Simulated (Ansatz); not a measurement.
Two isomers of C2H7N3Si: A = `C[SiH](N)NC#N`, B = `NC1=NCN1[SiH3]`.

Program: Ansatz. Geometries: PBE0-D4/def2-TZVP. ΔE: electronic, gas phase. CBS: MP2 limit from def2 TZ/QZ plus the TZ coupled-cluster correction, frozen cores. DFT in def2-TZVPP. B3LYP here is the variant with VWN-RPA as its local correlation; programs differ in this. One conformer a species, not always the lowest.

A:

```xyz
13

C     1.5382   -0.2096   -0.3096
Si   -0.3037   -0.3096   -0.4747
N    -1.0925   -1.6878    0.1432
N    -0.9299    1.0561    0.4479
C    -0.2643    2.1753    0.7043
N     0.3496    3.1310    0.9215
H     2.0096   -0.9967   -0.9029
H     1.8488   -0.3296    0.7314
H     1.9138    0.7553   -0.6590
H    -0.7334   -0.2311   -1.8947
H    -1.5132   -2.3618   -0.4726
H    -0.9169   -2.0639    1.0597
H    -1.9063    1.0724    0.7056
```

B:

```xyz
13

N    -0.8047    0.0051    1.9206
C    -0.6461   -0.5536    0.6910
N    -0.8862   -1.7473    0.2552
C    -0.2921   -1.2954   -1.0107
N    -0.1053    0.0637   -0.4273
Si    1.1125    1.2712   -0.6458
H    -1.3670   -0.5469    2.5489
H    -1.0169    0.9896    1.9340
H    -0.9795   -1.3043   -1.8600
H     0.6497   -1.7905   -1.2647
H     2.4876    0.8169   -0.2951
H     0.7522    2.4180    0.2275
H     1.0959    1.6736   -2.0735
```

(1) Which isomer does CCSD(T)/CBS put lower? Give the gap. (Estimate.)

(2) Give E(B) − E(A) in kcal/mol with r2SCAN-D4, MP2/def2-TZVPP, B3LYP-D4, ωB97M-V, CCSD/def2-TZVPP, B3LYP, PBE0-D4. (Best estimate.)

Largest T1 diagnostic: 0.013.

Answers

(1) Ansatz gave: A, by 58.2 kcal/mol.

(2) Ansatz gave: r2SCAN-D4 55.0, MP2/def2-TZVPP 59.7, B3LYP-D4 56.9, ωB97M-V 56.5, CCSD/def2-TZVPP 58.7, B3LYP 57.4, PBE0-D4 50.8. None reverses the order clearly.

In def2-TZVPP, CCSD(T) changes the Hartree–Fock value by −2.8 kcal/mol (the triples alone add −0.9 kcal/mol) and MP2 by −0.8 kcal/mol.
